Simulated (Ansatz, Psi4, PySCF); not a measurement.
HCl, charge +1, doublet, at a GFN2-xTB geometry (a state made from the parent by changing its charge; the spin is typed, not shown lowest). Base run: PBE/aug-cc-pVDZ run with PySCF.

PySCF was given this input:
```python
from pyscf import gto, scf, dft

mol = gto.Mole()
mol.atom = '''
    Cl   -0.00000000   -0.00000000   -0.07394818
    H     0.00000000    0.00000000    1.25711911
'''
mol.basis = 'aug-cc-pvdz'
mol.charge = 1
mol.spin = 1
mol.verbose = 4
mol.build()

mf = dft.UKS(mol)
mf.xc = 'pbe'
mf.kernel()
```

The same geometry, method and basis name were run in Ansatz (an electronic-structure program) and Psi4 and PySCF, at each program's defaults and at the settings that a row names. The base is PySCF at its defaults. Differences at the defaults can come from grids, fitting, cores and function types together.

```json
[
 {"code and settings": "PySCF, defaults (exact integrals, its default grid, spherical functions)", "ΔE vs base (µEh)": "0.0", "basis functions": "36", "E (Eh)": "-460.15145", "SCF cycles": "8"},
 {"code and settings": "Psi4, defaults (density fitting with its default set, its default grid, spherical functions)", "ΔE vs base (µEh)": "-32.8", "basis functions": "36", "E (Eh)": "-460.15148", "SCF cycles": "7"},
 {"code and settings": "Ansatz, defaults (factorised integrals, its default grid, spherical functions)", "ΔE vs base (µEh)": "-0.2", "basis functions": "36", "E (Eh)": "-460.15145", "SCF cycles": "-"},
 {"code and settings": "PySCF, density fitting with def2-universal-jkfit", "ΔE vs base (µEh)": "-26.4", "basis functions": "36", "E (Eh)": "-460.15148", "SCF cycles": "8"},
 {"code and settings": "PySCF, fine grid", "ΔE vs base (µEh)": "0.0", "basis functions": "36", "E (Eh)": "-460.15145", "SCF cycles": "8"},
 {"code and settings": "Psi4, exact integrals, spherical functions, fine grid", "ΔE vs base (µEh)": "-0.1", "basis functions": "36", "E (Eh)": "-460.15145", "SCF cycles": "9"},
 {"code and settings": "Ansatz, high accuracy", "ΔE vs base (µEh)": "0.0", "basis functions": "36", "E (Eh)": "-460.15145", "SCF cycles": "-"}
]
```

Open shells are given as the SCF converged; they aren't shown to be the lowest states, and a large step between rows can be another state.
